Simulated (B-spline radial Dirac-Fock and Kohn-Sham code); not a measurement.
## How the settings move the core levels of Xe⁶⁺

ΔSCF core binding energies without Breit or QED terms, calculated with a radial finite-basis atomic code. Keys: rel is the Hamiltonian (dirac, or spin-free x2c and nr, where L3 and M5 stand for the whole 2p and 3d shells), method is hf or an exchange,correlation pair (spin-unpolarised, also for the hole states), nuc the nuclear model, radius_factor scales its radius, rmax is the box in bohr, h the logarithmic mesh step, order the B-spline order, points the quadrature points per cell, c_factor scales the speed of light, and damp, ndamp, maxit and tol steer the iteration. The run stops when the commutator error falls below 10·tol·max(1, Z/10), or the numerical noise floor, and the energy has settled to about 1e-8 Ha; the virial ratio is −V/T.

Base input:

```json
{"items": [{"Z": 54, "q": 6, "cfg": [[1, 0, 2], [2, 0, 2], [2, 1, 6], [3, 0, 2], [3, 1, 6], [3, 2, 10], [4, 0, 2], [4, 1, 6], [4, 2, 10], [5, 0, 2]], "A": 132, "rrms": 4.7859, "do": "settings", "holes": ["K", "L3", "M5"],
  "settings": [{"rel": "dirac", "method": "hf", "nuc": "fermi", "radius_factor": 1.0, "rmax": 45.0, "h": 0.3, "order": 8, "points": 10, "c_factor": 1.0, "maxit": 60, "damp": 0.5, "ndamp": 3, "tol": 1e-08}]}]}
```

The ground state converged in 10 iterations, with total energy -7438.73837 Ha, virial ratio 1.94124 and highest orbital energy -89.91 eV. ΔSCF binding energies: K (1s) 34769.7 eV, L3 (2p3/2) 4877.6 eV, M5 (3d5/2) 757.5 eV.

Changes from the base run:

```
                     changed setting  Δ total energy (Ha)  Δ K (eV)  Δ L3 (eV)  Δ M5 (eV)  iterations
                            h = 0.22             -0.00003      0.00       0.00       0.00          10
                         tol = 1e-06              0.00000      0.00       0.00       0.00           9
                 radius_factor = 2.0                    ?         ?          ?          ?           ?
nuc = "sphere"; h = 0.22; damp = 0.2             +0.00032      0.00       0.00       0.00           9
    rmax = 60.0; h = 0.22; order = 7             -0.00003      0.00       0.00       0.00          10
                          damp = 0.2              0.00000      0.00       0.00       0.00           9
                      c_factor = 5.0           +206.82647  -1383.22      +2.17     +14.51          10
```

Question: What does the change radius_factor = 2.0 do?

Answer: The total energy moves by +0.67324 Ha and the binding energies by K -7.71 eV, L3 +0.05 eV, M5 +0.01 eV; the run takes 10 iterations.
